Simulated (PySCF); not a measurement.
NICS in isomers of C9H14Si.

NICS is the negative of the GIAO shielding at a point without a nucleus: at the ring centre (0) and 1 Å above and below it (1); zz is the component along the ring normal. Level: GIAO PBE0/pcSseg-1 (PySCF, non-relativistic, gas phase) on the GFN2-xTB geometries, one conformer each. Atom numbers follow the mapped SMILES.

Question: Order these rings by mean NICS(1)zz, lowest (most negative) first (ppm).
A. ring C5–C6–C7–C8–C9 in `[CH:1]1=[CH:2][SiH2:3][C:4]([CH:5]2[CH2:6][CH2:7][CH2:8][CH2:9]2)=[CH:10]1`
B. ring C7–C8–C9–C10 in `[CH2:1]=[C:2]([CH3:3])[C:4]1=[CH:5][SiH2:6][C@H:7]2[CH2:8][C@@H:9]1[CH2:10]2`
C. ring C3–C4–C5–C6–C7–C10 in `[CH3:1][CH2:2][c:3]1[cH:4][cH:5][cH:6][c:7]([CH2:8][SiH3:9])[cH:10]1`
D. ring C3–C5–C6–Si7 in `[CH2:1]=[CH:2][C@@:3]1([CH3:4])[CH2:5][CH2:6][Si@H:7]1[C:8]#[C:9][CH3:10]`
E. ring C4–C5–Si6–C7 in `[CH2:1]=[C:2]([CH3:3])[C@@H:4]1[CH2:5][SiH2:6][C@H:7]1[C:8]#[C:9][CH3:10]`
F. ring C5–C6–C7–C8–C9–C10 in `[CH3:1][Si:2]([CH3:3])([CH3:4])[c:5]1[cH:6][cH:7][cH:8][cH:9][cH:10]1`
G. ring C8–C9–C10 in `[CH3:1][CH2:2][C:3]1=[CH:4][SiH2:5][CH:6]=[C:7]1[CH:8]1[CH2:9][CH2:10]1`

Answer: F (-28.7), C (-27.0), G (-21.5), A (-2.7), B (0.4), D (3.8), E (5.0).

```csv
SMILES,ring,NICS(0),NICS(1),NICS(1)zz,HOMA,rms pucker (Å),ring atoms with four or more neighbours
C[Si](C)(C)c1ccccc1,6-membered carbocycle; formal bonds all aromatic,-8.0,-11.4,-28.7,1.00,0.00,0
CCc1cccc(C[SiH3])c1,6-membered carbocycle; formal bonds all aromatic,-8.5,-11.0,-27.0,1.00,0.00,0
CCC1=C[SiH2]C=C1C1CC1,3-membered carbocycle; formal bonds all single,-43.2,-8.4,-21.5,–,0.00,3
C1=C[SiH2]C(C2CCCC2)=C1,5-membered carbocycle; formal bonds all single,-5.3,-3.8,-2.7,–,0.19,5
C=C(C)C1=C[SiH2][C@H]2C[C@@H]1C2,4-membered carbocycle; formal bonds all single,-0.6,0.2,0.4,–,0.16,4
C=C[C@@]1(C)CC[Si@H]1C#CC,4-membered ring with Si; formal bonds all single,0.3,-0.5,3.8,–,0.08,4
C=C(C)[C@@H]1C[SiH2][C@H]1C#CC,4-membered ring with Si; formal bonds all single,0.5,-0.4,5.0,–,0.06,4
```

NICS(0) gives another order. The isotropic NICS(1) gives another order. HOMA uses Krygowski's 1993 parameters; it is left out where a ring has a four-coordinate atom, a triple bond, no multiple bond or a kind of bond without parameters. NICS(1) and NICS(1)zz are means over the two faces.
